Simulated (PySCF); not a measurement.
A family of related molecules: H2E=E'H2. Gas-phase values, no solvent. One relaxed conformer stands for each flexible species; it need not be the lowest. Strings in code marks are SMILES.

The numbers are results of PBE-D3(BJ)/def2-TZVP // CAM-B3LYP-D3(BJ)/def2-TZVP in PySCF 2.14.0, not measurements. Excitations are Tamm–Dancoff values on a coarser integration grid. The basis has no diffuse functions, so Rydberg states are missing or too high.

```tsv
species	T1 excitation (TDA) (eV)	brightest of the four lowest singlets (TDA) (eV)	S1 oscillator strength	HOMO (eV)	S1 excitation (TDA) (eV)
`C=[SiH2]`	2.72	5.66	?	-5.69	5.66
`[CH2]=[GeH2]`	2.62	5.68	0.017	-5.56	5.68
`BN`	5.80	?	0.000	?	?
`[NH2][AlH2]`	4.43	5.75	0.101	-6.23	5.75
`[NH2][GaH2]`	4.16	5.72	0.121	-6.09	5.72
`C=[NH2+]`	5.77	10.40	?	?	?
```

**Question.** Fill in the missing entries.

**Answer.** 
- `C=[SiH2]`, S1 oscillator strength: 0.321
- `BN`, brightest of the four lowest singlets (TDA) (eV): 8.30
- `BN`, HOMO (eV): -7.34
- `BN`, S1 excitation (TDA) (eV): 6.97
- `C=[NH2+]`, S1 oscillator strength: 0.000
- `C=[NH2+]`, HOMO (eV): -16.88
- `C=[NH2+]`, S1 excitation (TDA) (eV): 7.66
